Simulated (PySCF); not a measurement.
SCF from a fresh guess for singlet Hf2S, at the PBE minimum. PySCF input:

```python
from pyscf import gto, scf, dft
mol = gto.M(atom='''
S      0.000000     0.000000     0.000000
Hf    -0.000000     0.000000     2.333748
Hf     0.000000    -0.000000    -2.333748''',
    basis={'S': 'def2-SVP', 'Hf': 'def2-SVP'},
    ecp={'Hf': 'def2-SVP'},
    charge=0, spin=0)
mf = dft.RKS(mol, xc='PBE')
mf.grids.atom_grid = (50, 194)
aux = {'S': 'def2-universal-JKFIT', 'Hf': 'def2-universal-JKFIT'}
mf = mf.density_fit(auxbasis=aux)
mf.conv_tol = 1e-08
mf.diis_space = 10
mf.max_cycle = 60
mf.init_guess = 'minao'
mf.verbose = 4
mf.kernel()
```

Excerpt of the output (cycles and frontier levels); where DIIS stalls, ADIIS, DIIS with a small level shift and a second-order solver take over in turn:

```
init E= -469.127853254534
  HOMO = -0.470315001900074  LUMO = -0.460788255359136  gap/eV = 0.25924
cycle= 1 E= -493.137647664905  delta_E=  -24  |g|= 1.02  |ddm|= 10.8
cycle= 2 E= -491.202475102011  delta_E= 1.94  |g|= 2.17  |ddm|= 5.77
cycle= 3 E= -493.657490137469  delta_E= -2.46  |g|= 0.576  |ddm|= 4.61
cycle= 4 E= -493.735096316957  delta_E= -0.0776  |g|= 0.413  |ddm|=  2.6
  HOMO = -0.108955474137929  LUMO = -0.102997768238328  gap/eV = 0.16212
cycle= 5 E= -493.779311004489  delta_E= -0.0442  |g|= 0.117  |ddm|= 2.35
  HOMO = -0.115445791135591  LUMO = -0.110203237626436  gap/eV = 0.14266
cycle= 6 E= -493.782475123126  delta_E= -0.00316  |g|= 0.096  |ddm|= 2.33
cycle= 7 E= -493.788399262457  delta_E= -0.00592  |g|= 0.0662  |ddm|= 2.29
cycle= 8 E= -493.788250963145  delta_E= 0.000148  |g|= 0.0659  |ddm|= 2.25
cycle= 9 E= -493.788682092169  delta_E= -0.000431  |g|= 0.063  |ddm|= 1.43
cycle= 10 E= -493.789539385102  delta_E= -0.000857  |g|= 0.0572  |ddm|= 1.99
... 45 lines left out ...
cycle= 53 E= -493.787436148251  delta_E= 0.000913  |g|= 0.0707  |ddm|= 0.069
cycle= 54 E= -493.789141419659  delta_E= -0.00171  |g|= 0.0599  |ddm|= 2.25
cycle= 55 E= -493.788196155138  delta_E= 0.000945  |g|= 0.0663  |ddm|= 0.121
cycle= 56 E= -493.788258730942  delta_E= -6.26e-05  |g|= 0.0657  |ddm|= 0.0217
cycle= 57 E= -493.789409860983  delta_E= -0.00115  |g|= 0.058  |ddm|= 0.279
cycle= 58 E= -493.789564433815  delta_E= -0.000155  |g|= 0.0569  |ddm|= 2.21
cycle= 59 E= -493.789669983748  delta_E= -0.000106  |g|= 0.0562  |ddm|= 0.222
  HOMO = -0.119829107028576  LUMO = -0.118678640955231  gap/eV = 0.03131
cycle= 60 E= -493.786580435042  delta_E= 0.00309  |g|= 0.0756  |ddm|=  2.2
SCF not converged.
init E= -469.127853254534
  HOMO = -0.470315001900089  LUMO = -0.460788255359135  gap/eV = 0.25924
cycle= 1 E= -493.137647664905  delta_E=  -24  |g|= 1.02  |ddm|= 10.8
cycle= 2 E= -491.202475102012  delta_E= 1.94  |g|= 2.17  |ddm|= 5.77
cycle= 3 E= -493.638346523342  delta_E= -2.44  |g|= 0.617  |ddm|= 4.21
cycle= 4 E= -493.355567798973  delta_E= 0.283  |g|= 1.13  |ddm|= 3.37
  HOMO = -0.172530442068358  LUMO = -0.168554462962465  gap/eV = 0.10819
cycle= 5 E= -493.738352871293  delta_E= -0.383  |g|= 0.345  |ddm|= 2.77
  HOMO = -0.101827605289136  LUMO = -0.0958438585458481  gap/eV = 0.16283
cycle= 6 E= -493.740345541941  delta_E= -0.00199  |g|= 0.34  |ddm|= 2.71
  HOMO = -0.105305345573625  LUMO = -0.103439671867147  gap/eV = 0.05077
cycle= 7 E= -493.78066629936  delta_E= -0.0403  |g|= 0.158  |ddm|= 2.35
  HOMO = -0.140063261196495  LUMO = -0.136840176326757  gap/eV = 0.08770
cycle= 8 E= -493.771080062001  delta_E= 0.00959  |g|= 0.184  |ddm|= 2.38
cycle= 9 E= -493.78559699568  delta_E= -0.0145  |g|= 0.127  |ddm|= 2.31
  HOMO = -0.117488518481789  LUMO = -0.115882079557265  gap/eV = 0.04371
cycle= 10 E= -493.786150486605  delta_E= -0.000553  |g|= 0.082  |ddm|= 2.25
  HOMO = -0.123347892825282  LUMO = -0.1214226598887  gap/eV = 0.05239
cycle= 11 E= -493.785572754222  delta_E= 0.000578  |g|= 0.0963  |ddm|= 2.09
  HOMO = -0.120532623099338  LUMO = -0.119174275697069  gap/eV = 0.03696
cycle= 12 E= -493.787861226018  delta_E= -0.00229  |g|= 0.0742  |ddm|= 1.92
cycle= 13 E= -493.788949155615  delta_E= -0.00109  |g|= 0.0666  |ddm|= 2.16
cycle= 14 E= -493.789106074032  delta_E= -0.000157  |g|= 0.0622  |ddm|= 2.12
cycle= 15 E= -493.788093666516  delta_E= 0.00101  |g|= 0.0816  |ddm|= 1.72
cycle= 16 E= -493.789779311134  delta_E= -0.00169  |g|= 0.056  |ddm|= 2.07
cycle= 17 E= -493.789497350823  delta_E= 0.000282  |g|= 0.0591  |ddm|= 2.16
cycle= 18 E= -493.789418021923  delta_E= 7.93e-05  |g|= 0.0623  |ddm|= 0.575
cycle= 19 E= -493.789762985468  delta_E= -0.000345  |g|= 0.0555  |ddm|= 0.534
cycle= 20 E= -493.789484898711  delta_E= 0.000278  |g|= 0.0597  |ddm|=  1.9
SCF not converged.
init E= -493.789484898711
  HOMO = -0.113417481743467  LUMO = -0.0245398932567469  gap/eV = 2.41848
cycle= 1 E= -493.790451591289  delta_E= -0.000967  |g|= 0.08  |ddm|= 0.27
  HOMO = -0.118228720282897  LUMO = -0.0379290542983206  gap/eV = 2.18507
cycle= 2 E= -493.759953648457  delta_E= 0.0305  |g|= 0.283  |ddm|= 0.53
  HOMO = -0.116209470204761  LUMO = -0.0217354615663858  gap/eV = 2.57077
cycle= 3 E= -493.783969494296  delta_E= -0.024  |g|= 0.141  |ddm|= 0.225
  HOMO = -0.116535409235448  LUMO = -0.0214316050904032  gap/eV = 2.58791
cycle= 4 E= -493.791163498549  delta_E= -0.00719  |g|= 0.0672  |ddm|= 0.119
  HOMO = -0.116869828437351  LUMO = -0.0200166578782526  gap/eV = 2.63551
cycle= 5 E= -493.792943096497  delta_E= -0.00178  |g|= 0.0306  |ddm|= 0.061
  HOMO = -0.117366908986378  LUMO = -0.0206139129320413  gap/eV = 2.63278
cycle= 6 E= -493.793319143887  delta_E= -0.000376  |g|= 0.0158  |ddm|= 0.0304
  HOMO = -0.117331883594784  LUMO = -0.020631742292527  gap/eV = 2.63134
... 21 lines left out ...
  HOMO = -0.117304706800542  LUMO = -0.0204602074897095  gap/eV = 2.63527
cycle= 18 E= -493.793469029808  delta_E= -1.96e-08  |g|= 0.000191  |ddm|= 0.000166
  HOMO = -0.117304668552778  LUMO = -0.0204601311515991  gap/eV = 2.63527
cycle= 19 E= -493.793469039791  delta_E= -9.98e-09  |g|= 0.000135  |ddm|= 0.000119
  HOMO = -0.117304796480359  LUMO = -0.0204601355244675  gap/eV = 2.63528
cycle= 20 E= -493.793469044705  delta_E= -4.91e-09  |g|= 9.69e-05  |ddm|= 8.27e-05
  HOMO = -0.120459740059642  LUMO = -0.117304824909168  gap/eV = 0.08585
Extra cycle  E= -493.778929263547  delta_E= 0.0145  |g|= 0.11  |ddm|= 2.26
SCF not converged.
  HOMO = -0.124867991980364  LUMO = -0.113652325517085  gap/eV = 0.30519
macro= 0  E= -493.793458896479  delta_E= -0.0145296  |g|= 0.0158134  3 KF 11 JK
macro= 1  E= -493.793469047395  delta_E= -1.01509e-05  |g|= 0.000352312  2 KF 8 JK
macro= 2  E= -493.793469047397  delta_E= -1.47793e-12  |g|= 3.90698e-05  1 KF 2 JK
macro X = 3  E=-493.793469047397  |g|= 3.90698e-05  total 7 KF 25 JK
converged SCF energy = -493.793469047397
```

No lower solution of this spin was found by a stability analysis within the restricted form, which does not test spin polarisation.

At the minimum of this search the closed-shell solution is unstable towards spin polarisation, so a lower open-shell solution exists. Spin–orbit coupling, left out here, can matter for elements this heavy.

The search for the lowest solution, with the stability check, took 28 s on 2 threads of a shared Arm Neoverse N1 host, with 82 basis functions; the process peaked at 0.26 GiB.
